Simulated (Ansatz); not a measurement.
C6H11BF4N2⁻, that is 1-ethyl-3-methylimidazolium tetrafluoroborate with one electron more. Total charge -1; doublet. Geometry PBE-D4/def2-SVP.

```xyz
24

C    -1.250    1.836    2.216
C    -0.036    1.329    1.432
N    -0.100   -0.097    1.175
C     0.922   -1.002    1.432
C     0.792   -2.067    0.585
N    -0.327   -1.861   -0.222
C    -0.457   -2.379   -1.565
C    -0.930   -0.614    0.130
H    -1.201    2.936    2.352
H    -1.319    1.357    3.216
H    -2.183    1.599    1.666
H     0.050    1.855    0.455
H     0.903    1.531    1.990
H     1.649   -0.832    2.235
H     1.383   -2.988    0.523
H    -0.028   -1.674   -2.315
H    -1.533   -2.536   -1.804
H     0.057   -3.360   -1.637
H    -1.112    0.092   -0.707
F     1.702    2.316   -2.968
B     0.956    1.377   -2.234
F     0.599    0.282   -3.071
F     1.706    0.907   -1.134
F    -0.242    1.993   -1.751
```

At PBE-D4/def2-SVP, PBE0-D4/def2-SVP the highest occupied level of the relaxed charge -1 doublet lies above zero (up to 1.86 eV). Energy differences put its binding near zero (-0.05 eV; each at its own geometry, against the charge 0 singlet, at PBE-D4/def2-SVP), which leaves it undecided.

Task: Estimate the α-spin orbital energies around the gap (eV) in Ansatz with PBE-D4/def2-SVP, PBE0-D4/def2-SVP.

Result: 
| orbital | PBE-D4/def2-SVP | PBE0-D4/def2-SVP |
| --- | --- | --- |
| HOMO−5 | -2.69 | -4.88 |
| HOMO−4 | -2.61 | -4.87 |
| HOMO−3 | -2.54 | -4.80 |
| HOMO−2 | -2.49 | -4.05 |
| HOMO−1 | -1.85 | -3.25 |
| HOMO | 1.86 | 0.59 |
| LUMO | 3.70 | 4.67 |
| LUMO+1 | 4.24 | 5.11 |
| LUMO+2 | 4.50 | 5.36 |
| LUMO+3 | 4.94 | 5.82 |
| LUMO+4 | 5.37 | 6.28 |
| LUMO+5 | 5.68 | 6.63 |
| β HOMO | -1.26 | -2.24 |
| β LUMO | 2.93 | 4.00 |
